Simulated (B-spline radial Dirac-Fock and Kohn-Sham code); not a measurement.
**Yb⁶⁶⁺: eigenvalues, ΔSCF and the reference**

System: ytterbium as Yb⁶⁶⁺ in the configuration [He] 2s2.

The density-functional columns are spherical, spin-unpolarised Dirac-Kohn-Sham results without Breit or QED terms: −ε is minus the orbital energy of the initial state and ΔSCF the difference of two total energies. The reference in the last column comes from Dirac-Fock energy differences between relaxed states, corrected for Breit and QED terms. All numbers are from a radial atomic solver, in eV; a selection of levels is shown. For the 1s level of heavy atoms much of the gap between ΔSCF and the reference is the Breit and QED part, -247.0 eV here; for other levels the error of the functional can be larger.

| level | LDA −ε | LDA ΔSCF | Dirac-Fock |
| --- | --- | --- | --- |
| K | 68936.8 | 69523.3 | 69262.9 |
| L1 | 16956.2 | 17097.0 | 17050.4 |

For the outermost level NIST gives 17050 ± 40 eV (theoretical); the differences from it are LDA −ε -93.76, LDA ΔSCF +46.96, Dirac-Fock +0.42 eV.

Values without a named source are computed, but for edge energies of neutral atoms, which are taken from tables.
